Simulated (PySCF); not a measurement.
Gas-phase reaction: 4 GeH3 + C4H8 (trans-2-butene) = 4 GeH2 + 2 C2H6

Computed with PySCF and rigid-rotor harmonic-oscillator thermochemistry at 1 bar. † marks an energy on the PBE0/def2-TZVP geometry and frequencies; other levels use their own. MP2 and CCSD(T) freeze the core. 6-31G* has spherical d functions here. Open shells (unrestricted): GeH3 (multiplicity 2); the rest are closed-shell singlets. B3LYP is the form with VWN-RPA correlation. Ge: all electrons, no relativistic terms. GeH3, GeH2: computed as isolated molecules; such fragments, hydroxides, amides, oligomers or adducts are transient or little studied in the gas. MP2 isn't extrapolated to the basis-set limit. CCSD(T) isn't extrapolated to the basis-set limit.

```
level              ΔH°(298 K), kJ
-----------------  --------------
B3LYP/6-31G*           (withheld)
B3LYP/def2-TZVP†       (withheld)
CCSD(T)/def2-SVP†              -3
M06-2X/def2-TZVP†      (withheld)
MP2/def2-TZVPP†                39
PBE/def2-SVP                   -7
PBE/def2-TZVP†         (withheld)
PBE0/def2-SVP†                 15
LDA/def2-TZVP†                 32
```

Problem. Fill in the missing entries.

Solution. 
- B3LYP/6-31G*, ΔH°(298 K), kJ: -87
- B3LYP/def2-TZVP†, ΔH°(298 K), kJ: -63
- M06-2X/def2-TZVP†, ΔH°(298 K), kJ: 1
- PBE/def2-TZVP†, ΔH°(298 K), kJ: -18
